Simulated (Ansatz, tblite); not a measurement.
Removing an electron: Sn(OAc)Me3 (C₅H₁₂O₂Sn). The state is a singlet with charge 0. Geometry: r2SCAN-D4/def2-SVP. Ansatz, gas phase; energy differences of separate SCF runs; the oxidised species was run as a doublet alone.

```tsv
atom	x (Å)	y (Å)	z (Å)
Sn1	-0.593	-0.106	0.665
O2	0.371	0.961	-0.878
C3	1.263	0.138	-1.373
C4	2.085	0.695	-2.504
O5	1.402	-1.003	-0.932
H6	2.797	-0.056	-2.868
H7	2.621	1.592	-2.161
H8	1.419	1.015	-3.320
C9	0.852	-0.506	2.201
H10	1.368	-1.451	1.982
H11	0.367	-0.556	3.187
H12	1.590	0.309	2.209
C13	-1.645	-1.753	-0.222
H14	-2.537	-2.007	0.369
H15	-0.976	-2.620	-0.294
H16	-1.962	-1.462	-1.235
C17	-1.930	1.491	1.222
H18	-2.558	1.771	0.363
H19	-1.351	2.371	1.539
H20	-2.583	1.177	2.051
```

In the def2 sets Sn takes a core potential; there is no spin–orbit coupling. The xTB rows come from tblite.

Task: Estimate orbital energies and vertical ionisation energies at: GFN1-xTB; GFN2-xTB; PBE-D4/def2-TZVP; PBE0-D4/def2-TZVP; r2SCAN0-D4/def2-TZVP.

Result: 
| level | −HOMO (eV) | vertical IE (eV) | −LUMO (eV) | HOMO–LUMO gap (eV) |
| --- | --- | --- | --- | --- |
| GFN1-xTB | 11.90 | 14.44 | 6.90 | 5.00 |
| GFN2-xTB | 10.81 | 13.36 | 6.15 | 4.66 |
| PBE-D4/def2-TZVP | 5.98 | 8.74 | 0.60 | 5.38 |
| PBE0-D4/def2-TZVP | 7.51 | 9.21 | -0.29 | 7.80 |
| r2SCAN0-D4/def2-TZVP | 7.72 | 9.29 | -0.61 | 8.33 |

Relaxing the oxidised species (r2SCAN-D4/def2-SVP) changes its energy by -0.53 eV at PBE-D4/def2-TZVP, so the adiabatic ionisation energy to this nearest minimum is 8.21 eV. On the way Sn1–C3 forms and Sn1–O5 forms. At PBE0-D4/def2-TZVP it is 8.30 eV.   Raw xTB energy differences between charge states are shifted by several eV; the methods need an empirical correction for them.
